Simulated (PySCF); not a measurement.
Species: C9H5NS.
SMILES: `N#CC1=C2C=CC=CC2=CS1`

Linear response at wB97X-D/def2-SVPD (PySCF, frozen core in the response, non-relativistic). Isolated species at its PBE0-D3(BJ)/def2-SVP geometry, gas phase.

Static isotropic polarisability: 131.65 au (19.51 Å³), principal values 68.8, 146.0, 180.2 au.

Problem. What is the polarisability at 1064 nm and at the sodium D line?

Solution. 134.38 au at 1064 nm (+2.1 %), 142.02 au at 589.3 nm (+7.9 %). The rise at 589.3 nm is 3.80 times that at 1064 nm; a pure ω² law gives 3.26. The lowest singlet lies at 336 nm, shorter than both wavelengths.

Problem. What is the isotropic C6 coefficient between two such molecules, C6 = (3/π)∫α(iω)² dω?

Solution. 5682 au (Eh·bohr⁶) by a ten-point quadrature over imaginary frequencies, which is 3400 eV·Å⁶ or 328 J·nm⁶/mol.

Problem. Which effective excitation energy ω̄ makes London's formula C6 = (3/4)α²ω̄ exact here?

Solution. ω̄ = 4·C6/(3α²) = 0.437 Eh = 11.9 eV. A one-pole form α(ω) = α/(1 − ω²/ω̄²) fitted to the 1064 nm value gives 8.2 eV.

Problem. What molar refraction at the D line follows from R = (4π/3)·N_A·α′, with α′ the polarisability volume?

Solution. α′ = 21.04 Å³ gives R = 53.09 cm³/mol, for isolated, non-vibrating species.

Problem. How anisotropic is the static polarisability, by Δα² = ½[(α1 − α2)² + (α2 − α3)² + (α3 − α1)²]?

Solution. Δα = 98.9 au, or 0.75 of the isotropic value.

Problem. What three-body coefficient follows from the one-pole estimate C9 = (3/4)·α·C6?

Solution. 561000 au. This is an estimate from the two numbers above, not a computed integral.

Problem. How many electrons N does the Slater–Kirkwood formula C6 = (3/4)·√N·α^(3/2) need to give this C6?

Solution. N = (4·C6/3)²/α³ = 25.2; the species has 82 electrons in all.

Problem. What n − 1 at the D line would an ideal gas of it have at 273.15 K and 1 atm (2.6868 × 10¹⁹ cm⁻³), by n − 1 = 2π·N·α′?

Solution. 35.53 × 10⁻⁴, a formal value whether or not that pressure can be reached.

Problem. The lowest 6 singlets have (eV, f): 3.69, 0.153; 4.64, 0.103; 5.39, 0.000; 5.57, 0.194; 5.59, 0.015; 5.93, 0.001. What share of the static polarisability do they carry in the sum over states α = Σ f/ω²?

Solution. 16.82 au, 12.8 % of α; the largest term, 8.29 au, is that of the state at 3.69 eV. Their oscillator strengths add up to 0.46. Higher states carry the rest.

Rough CPU time on one thread of a shared machine: about 3 min. This is the whole response run at wB97X-D/def2-SVPD, SCF included.

The pairwise dispersion term of wB97X-D wasn't added to the energies; at a given geometry it leaves orbitals and properties as they are.
